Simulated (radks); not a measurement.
Results of a calculation; reference values are marked as such.
Species: the nickel ion Ni4+. Configuration: [Ar] 3d6. Code: a radial shooting solver on a logarithmic mesh with Libxc functionals. Model: non-relativistic Kohn-Sham, r2SCAN, spin-polarised, spherical densities, point nucleus; open shells are filled with parallel spins first; meta-GGA in the generalised Kohn-Sham scheme.

Local quantities along the radius. ELF = 1/(1 + alpha^2) is the electron localisation function; alpha = (tau - tau_W)/tau_unif compares the Pauli kinetic energy density with that of the uniform gas (summed over spins); -r V(r) is the screened charge that the Kohn-Sham potential of spin up presents (atomic units); s = |grad rho|/(2 (3 pi^2)^(1/3) rho^(4/3)) is the reduced gradient.

r (bohr)	ELF	alpha	-r V(r)	s
0.004449	1.000	0.01837	27.59	0.3989
0.005747	1.000	0.02026	27.46	0.4084
0.007483	0.999	0.02311	27.29	0.4215
0.009744	0.999	0.02745	27.06	0.4390
0.01259	0.999	0.03409	26.78	0.4618
0.01639	0.998	0.04558	26.40	0.4935
0.02117	0.996	0.06565	25.95	0.5350
0.02757	0.989	0.1065	25.37	0.5925
0.03561	0.964	0.1927	24.68	0.6637
0.04637	0.860	0.4027	23.83	0.7422
0.0599	0.574	0.8608	22.70	0.7709
0.07799	0.306	1.504	21.43	0.6335
0.1007	0.328	1.430	20.11	0.3825
0.1312	0.596	0.8238	18.66	0.2928
0.1695	0.790	0.5163	17.00	0.3870
0.2207	0.795	0.5082	15.19	0.5727
0.2873	0.491	1.017	13.15	0.7566
0.3712	0.192	2.052	11.39	0.5471
0.4833	0.434	1.141	9.701	0.2116
0.6243	0.752	0.5746	8.117	0.3269
0.8129	0.786	0.5219	6.672	0.5684
1.05	0.650	0.7337	5.707	0.9148
1.367	0.317	1.466	4.891	1.550
1.766	0.067	3.717	4.495	2.800
2.3	0.007	12.05	4.310	5.940
2.971	0.000	51.82	4.146	15.29
3.869	0.000	405.5	4.042	54.80

On this mesh the ELF has minima near r = 0.089, 0.37 bohr, which separate the shells, and maxima near 0.19 (0.82), 0.71 (0.79).
